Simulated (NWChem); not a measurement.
System: NH₂TeCl; SMILES N[Te]Cl

```xyz
5

Te     0.3374     0.4117     0.0000
Cl    -0.1994    -1.9310     0.0000
N     -1.4489     1.2987     0.0000
H     -2.0056     1.1644    -0.8401
H     -2.0056     1.1644     0.8401
```
Atoms are numbered in this order, from 1.

Computed with NWChem. Coordinates come from a PBE0/def2-SVP optimisation. Not confirmed as a minimum by frequencies. def2 effective core potentials on Te; no spin-orbit coupling. Ions are spin-unrestricted doublets at the neutral geometry; other ion states weren't tried.

For level B3LYP/def2-SVP:

vertical ionisation energy, ΔSCF (eV): 8.47
−ε(HOMO) (eV): 5.94

### Question
Estimate the same quantities for level PBE/def2-SVP.

### Answer
| Property | Value |
|---|---|
| vertical ionisation energy, ΔSCF (eV) | 8.24 |
| −ε(HOMO) (eV) | 5.02 |
